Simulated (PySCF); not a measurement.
## BiF: energy against distance

Set-up: PySCF, scalar-relativistic core potentials, basis sets Bi def2-SVPD with ECP60, F def2-SVPD. Energies in eV from Bi + F in their ground configurations at the same level. State: ³Σ⁻ (triplet), unpaired electrons π ↑↑.

All columns are PBE0. A positive dipole means Bi(−)F(+).

```csv
R (Å),E (eV),μ (D),Mulliken charge on Bi (basis-dependent),HOMO (eV),LUMO (eV),Mayer bond order,⟨S²⟩
1.784,-2.554,-1.76,0.64,-5.78,-2.36,0.20,2.00
1.867,-3.254,-2.29,0.64,-5.94,-2.51,0.29,2.00
1.950,-3.627,-2.81,0.64,-6.09,-2.65,0.35,2.00
2.012,-3.752,-3.19,0.64,-6.20,-2.76,0.39,2.00
2.074,-3.782,-3.56,0.64,-6.31,-2.86,0.42,2.00
2.136,-3.740,-3.92,0.65,-6.42,-2.96,0.44,2.00
2.219,-3.606,-4.39,0.65,-6.56,-3.08,0.46,2.00
2.323,-3.359,-4.94,0.66,-6.72,-3.23,0.49,2.01
2.447,-3.001,-5.56,0.66,-6.90,-3.41,0.51,2.01
```

A fit through these points gives, at Re = 2.066 Å, μ = -3.51 D and dμ/dR = -5.89 D/Å; the reduced mass is 17.42 u.

**Question.** How strong is the fundamental in the double-harmonic approximation, I = 42.26·(dμ/dR)²/μred km/mol?

**Answer.** I = 42.26·(-5.89)²/17.42 = 84.2 km/mol at PBE0.

Spin–orbit coupling is left out, which matters for elements this heavy, above all for dissociation energies. The state was picked by a PBE0 search and need not be the measured ground state.
